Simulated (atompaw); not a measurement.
In: PAW (atompaw) pseudisation with LDA (PW92), scalar-relativistic reference atom.

* Element: In
* Generator: atompaw 4.2.0.5
* Type: PAW
* Functional: LDA (PW92)
* Relativity: scalar-relativistic
* Frozen core: [Kr] 4d10
* Valence charge: 3
* Reference configuration: 5s2 5p0.5 (charge +0.5)
* Partial waves: 5s (bound): rc 2.00 bohr; 5s channel at -0.4 Ry: rc 1.75 bohr; 5p (bound): rc 2.00 bohr; 5p channel at 2.1 Ry: rc 2.00 bohr
* Local potential: bessel scheme, radius 1.50 bohr
* Core correction: smooth core density matched at 1.55 bohr
* Augmentation charge: gaussian compensation charge, radius 1.50 bohr; PAW radius 2.00 bohr; waves and projectors: custom rrkj vanderbiltortho

All-electron outer shells of the reference configuration (LDA (PW92), scalar-relativistic, ld1.x):

| shell | level (eV) | outermost node (bohr) | outermost maximum (bohr) |
| --- | --- | --- | --- |
| 4d | -22.25 | 0.40 | 0.94 |
| 5s | -11.72 | 1.02 | 2.13 |
| 5p | -5.54 | 1.14 | 2.71 |

(1) Does the generator finish with these settings?

Results:

(1) No. atompaw 4.2.0.5 stopped with "atompaw: The overlap operator has at least one negative eigenvalue!": the overlap operator built from these waves and projectors is not positive definite.
